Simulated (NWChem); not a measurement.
Species: SOF, doublet; SMILES [S](=O)F

Computed with NWChem. Spin-unrestricted. In the optimisation the excess spin sits in a" (Cs, its own frame). Structure relaxed at the PBE0/def2-SVP, spin-unrestricted level. No stability test was run on the SCF state. B3LYP is NWChem's, with the RPA form of VWN correlation. Level: B3LYP/def2-SVP with COSMO at NWChem's default radii, gas-phase geometry; the question gives the dielectric constant. Reactions with the solvent are ignored.

### Question
Estimate the computed values for dielectric constant 25.0. Quantities: electrostatic solvation energy (kcal/mol); dipole in solution (D).

### Answer
| Quantity | Result |
|---|---|
| electrostatic solvation energy (kcal/mol) | -3.0 |
| dipole in solution (D) | 2.27 |
